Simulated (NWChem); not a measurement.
## Total energies of H4Al (-1)

```
Al
H 1 1.6464
H 1 1.6464 2 109.47
H 1 1.6464 2 109.47 3 -120.00
H 1 1.6464 2 109.47 3 120.00
```
Charge -1, spin multiplicity 1.

Program: NWChem. Structure: optimised with B3LYP/def2-SVP, a minimum by its harmonic frequencies.

Basis set: aug-cc-pVDZ (63 functions).

```json
[
 {"method": "RHF", "total energy (Ha)": "-244.23417"},
 {"method": "MP2", "total energy (Ha)": "-244.34701"},
 {"method": "B2PLYP", "total energy (Ha)": "-244.70714"},
 {"method": "PBE", "total energy (Ha)": "-244.68356"},
 {"method": "B3LYP", "total energy (Ha)": "-244.87181"},
 {"method": "PBE0", "total energy (Ha)": "-244.71491"},
 {"method": "CCSD(T)", "total energy (Ha)": "-244.38251"}
]
```

Total energies of different functionals aren't comparable as a measure of quality: only differences taken within one method are. 

The correlated methods keep 5 core orbitals frozen. B3LYP has NWChem's definition, with VWN1-RPA local correlation. The structure started from a generated list of species. The anion's geometry comes from a basis without diffuse functions. No row is a measurement; the coupled-cluster row has its own basis-set and correlation limits.
